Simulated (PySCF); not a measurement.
# Working out the ionisation energy of Bi⁺

Bi⁺ [Xe] 4f14 5d10 6s2 6p2 (3P) → Bi²⁺ [Xe] 4f14 5d10 6s2 6p1 (2P). Computed with PySCF 2.14 in aug-cc-pVTZ-PP with ECP60MDF (6s5p4d2f, 55 functions), with a scalar-relativistic core potential. Frozen: 5s2 5p6 5d10. Energies in hartree (1 hartree = 27.21139 eV):

```csv
part,Bi⁺ (lower),Bi²⁺ (upper)
UHF,-213.292267,-212.729643
MP2 opposite-spin,-0.030973,-0.025758
MP2 same-spin,-0.006859,-0.002093
```

Task: What does Hartree-Fock give?

Result: (-212.729643) − (-213.292267) = 0.562624 hartree = 15.310 eV.

Task: What do MP2 and SCS-MP2 (6/5 opposite-spin, 1/3 same-spin) give?

Result: The opposite-spin parts differ by 0.142 eV and the same-spin parts by 0.130 eV. MP2: 15.310 + (0.142) + (0.130) = 15.582 eV. SCS-MP2: 15.310 + 1.2 × (0.142) + (0.130)/3 = 15.524 eV.

Reference: 16.703 eV (measured; NIST Atomic Spectra Database, ionization energies), between the lowest levels; spin-orbit coupling is absent from the calculation.

What remains against the reference includes basis incompleteness, the frozen core and correlation beyond second order.
